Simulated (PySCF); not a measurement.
C₆H₈, SMILES C#C[C@@H]1C[C@@H]1C. The structure is a stationary point at B3LYP-D3(BJ)/def2-SVP. The structure was generated by enumeration; whether it is a known compound was not checked.

Computed equilibrium geometry at B3LYP-D3(BJ)/def2-SVP (PySCF confirms it by a frequency run) as Cartesian coordinates in Å:
```xyz
14

C      2.2332     0.1882    -1.0393
C      1.3764    -0.0795    -0.2234
C      0.3627    -0.3900     0.7514
C     -0.8325    -1.2552     0.3758
C     -1.0388     0.2056     0.6422
C     -1.3917     1.1621    -0.4711
H      2.9934     0.4215    -1.7598
H      0.7465    -0.5182     1.7694
H     -0.8835    -1.5933    -0.6629
H     -1.1737    -1.9873     1.1123
H     -1.4862     0.4507     1.6117
H     -1.0833     2.1905    -0.2232
H     -2.4790     1.1665    -0.6515
H     -0.8898     0.8831    -1.4094
```
Charge 0, spin multiplicity 1.
